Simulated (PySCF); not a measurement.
# B³⁺ (boron, charge +3): UHF calculation

Configuration: 1s2, closed-shell 1S. Calculation: PySCF 2.14, in Sapporo-DZP-2012 (4s3p1d, 18 functions); scalar relativity by spin-free X2C-1e.

```
Total energy                        : -21.989587 hartree
One-electron energy                 : -24.8936 hartree
Hartree (Coulomb) energy            : 5.8080 hartree
Exchange energy                     : -2.9040 hartree
⟨S²⟩                                : 0.0000
⟨L²⟩                                : 0.000
Sum of ⟨r⟩                          : 0.6488 bohr
Sum of ⟨r²⟩                         : 0.2839 bohr²
Langevin diamagnetic susceptibility : -0.225 ×10⁻⁶ cm³/mol
Time after the integrals            : 0.02 s of wall time on 1 thread of Neoverse-V2 (shared host)
```

| shell | electrons | mean orbital energy (hartree) | rms radius, mean of both spins (bohr) |
| --- | --- | --- | --- |
| 1s | 2 | -9.54279 | 0.377 |
